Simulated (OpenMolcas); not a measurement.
Tc4+ among 6 point charges of -1.5 e arranged as an octahedron (Oh), 1.86 Å from the ion.

| Item | Value |
| --- | --- |
| Program | OpenMolcas 26.06 |
| Method | CASSCF |
| Basis | ANO-RCC-VDZP [6s5p3d1f] |
| Scalar Hamiltonian | DKH2, point nucleus |
| Active space | 3 electrons in 5 orbitals (4d) |
| State averaging | 2S+1 = 4 even, 10 roots; 2S+1 = 2 even, 40 roots |
| Spin-orbit coupling | state interaction with AMFI integrals over the reference wave functions |

(1) What is the spin-free ground state (labels of O, the rotations of Oh)?

(2) Where is the first state of the same spin?

(3) What are the lowest two levels with spin-orbit coupling?

(4) What is χT at 300 K, and how does it compare with the textbook value?

(5) Which ligand-field parameters describe the states?

Answers

(1) 4A2, 1-fold in its orbital part, 100 % from free-ion F terms; it has the highest spin that d3 allows.

(2) 4T2 at 9800 cm-1 above the ground state.

(3) A 4-fold level Γ8, then a 2-fold level Γ7 9558 cm-1 above it. Their leading multiplicities are 4 (100 %) and 4 (100 %).

(4) The lowest level has 2S+1 = 4, for which the spin-only value is χT = S(S+1) / 2 = 1.875 cm3 K/mol (g = 2). The computed 1.402 at 300 K differs by -0.473, through orbital momentum, spin-orbit coupling and any other state in reach.

(5) A least-squares ligand-field fit to the states below 45000 cm-1, each weighted by its degeneracy and with a free common offset, gives 10Dq = 10114 cm-1, B = 893 cm-1 and C = 3660 cm-1 (C/B = 4.10), with an rms deviation of 127 cm-1. 

Without dynamic correlation the repulsion within the d shell is too large (B by tens of per cent), so at a given field states of lower spin stand too high. This field is weak: 10Dq is about 10114 cm-1, while octahedral complexes of 4d ions of charge 3 and more, computed by the same method with explicit ligands, had a median near 25000 cm-1. Ground spin and moment need not be those of a real site. This is an electrostatic model: the charges have no orbitals. No measured value stands beside these numbers.
